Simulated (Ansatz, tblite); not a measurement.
Removing and adding an electron: Be₁₀. The state is a singlet with charge 0. Geometry: PBE0/def2-SVP. Ansatz, gas phase; energy differences of separate SCF runs; the oxidised species was run as a doublet alone; the reduced species was run as a doublet alone.

```xyz
10

Be    1.549    0.746    0.483
Be   -0.643   -1.854    1.053
Be   -0.515    1.570    0.678
Be   -1.701   -0.117    0.532
Be    0.998   -0.170   -1.471
Be    0.148   -0.050    1.779
Be    1.216   -1.283    0.259
Be   -1.063    0.651   -1.279
Be    0.641    1.856   -1.050
Be   -0.630   -1.350   -0.985
```

The xTB rows come from tblite. The structure comes from a short search, and lower isomers may exist.

| level | −HOMO (eV) | vertical IE (eV) | −LUMO (eV) | vertical EA (eV) | HOMO–LUMO gap (eV) | IE − EA (eV) | remarks |
| --- | --- | --- | --- | --- | --- | --- | --- |
| PBE/def2-TZVPD | 4.85 | – | 3.60 | 1.73 | 1.25 | – | HOMO above zero (-1 doublet), restricted SCF unstable in HF (singlet) |
| r2SCAN/def2-TZVP | 4.94 | 6.75 | 3.54 | – | 1.39 | – | restricted SCF unstable in HF (singlet) |
| r2SCAN/def2-TZVPD | 4.94 | – | 3.54 | 1.79 | 1.39 | – | restricted SCF unstable in HF (singlet) |
| PBE0/def2-TZVP | 5.36 | 6.69 | 3.02 | – | 2.34 | – | restricted SCF unstable in HF (singlet) |

(1) Estimate the rows for GFN1-xTB, GFN2-xTB, PBE/def2-TZVP, PBE0/def2-TZVPD.

Answers

(1) 
```csv
level,−HOMO (eV),vertical IE (eV),−LUMO (eV),vertical EA (eV),HOMO–LUMO gap (eV),IE − EA (eV),remarks
GFN1-xTB,7.49,9.94,6.33,3.93,1.17,6.02,–
GFN2-xTB,-3.00,0.75,-3.35,-7.13,0.35,7.87,–
PBE/def2-TZVP,4.85,6.79,3.60,–,1.25,–,restricted SCF unstable in HF (singlet)
PBE0/def2-TZVPD,5.37,–,3.03,1.70,2.34,–,restricted SCF unstable in HF (singlet)
```

   A HOMO above zero means that the electron is unbound at that level or that self-interaction error raises the level; the energy of removing that electron tells which. Raw xTB energy differences between charge states are shifted by several eV; the methods need an empirical correction for them. A negative affinity means that the extra electron isn't bound; its size then hangs on the basis.
